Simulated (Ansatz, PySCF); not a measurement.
CH$_{4}$AlClO (SMILES [CH3][Al]([OH])[Cl]), singlet, at a GFN2-xTB geometry (such geometries of metal compounds can be far from the true shape). Base run: PySCF with CASSCF(6,5)/6-31G.

PySCF was given this input:
```python
from pyscf import gto, scf, mcscf
import numpy

mol = gto.M(
    atom='''
Al   -0.350996    0.002793    0.064172
Cl    1.604478    0.160477   -0.492987
C    -0.946762   -1.184124    1.546357
H    -1.667198   -1.921160    1.190486
H    -1.449042   -0.611746    2.326737
H    -0.116288   -1.720244    2.004733
O    -1.461473    0.898110   -0.754384
H    -2.108286    1.408603   -1.218489
''',
    basis='6-31g',
    charge=0,
    spin=0,
    verbose=3,
)

mf = scf.RHF(mol)
mf.kernel()
mc = mcscf.CASSCF(mf, 5, 6)
mc.fix_spin_(ss=0.0)
mc.kernel()
occ = numpy.linalg.eigvalsh(mc.fcisolver.make_rdm1(mc.ci, mc.ncas, mc.nelecas))[::-1]
ss = mc.fcisolver.spin_square(mc.ci, mc.ncas, mc.nelecas)[0]
print('natural occupations', occ.round(4), ' <S^2>', round(ss, 4))
```

Programs used: Ansatz (an electronic-structure program), PySCF; a row that names a program was run with it.

Each row names what was changed in the base input (with any setting that the change needs).

```
change                                                ΔE vs base (mEh)                      natural occupations  <S^2> of the state
----------------------------------------------------  ----------------  ---------------------------------------  ------------------
base                                                             0.000                 2.00 1.99 1.98 0.02 0.01                0.00
active space = 4 electrons, 5 orbitals                         -20.944                 1.98 1.98 0.02 0.02 0.00                0.00
orbitals = fixed (CASCI)                                        17.571                 2.00 2.00 2.00 0.00 0.00                0.00
conv_tol = 1e-5                                                  0.001                 2.00 1.99 1.98 0.02 0.01                0.00
code = ansatz; correction = SC-NEVPT2, all electrons            -275.6                                        -                   -
active space = 2 electrons, 3 orbitals                           4.439                           1.98 0.02 0.00                0.00
active space = 6 electrons, 8 orbitals                         -15.189  1.99 1.99 1.98 0.02 0.01 0.01 0.00 0.00                0.00
code = ansatz                                                  -15.402                                        -                   -
correction = SC-NEVPT2                                          -275.8                 2.00 1.99 1.98 0.02 0.01                0.00
state_average = 2 states                                         8.724                                        -                   -
solver = newton                                                  0.000                 2.00 1.99 1.98 0.02 0.01                0.00
```

Active orbitals are taken around the Fermi level unless the row says otherwise; CASSCF can end in different local minima, and two programs can end on different orbitals. State-averaged rows give the lowest state.

Ansatz warned in this series: other orbitals give a lower active-space energy.
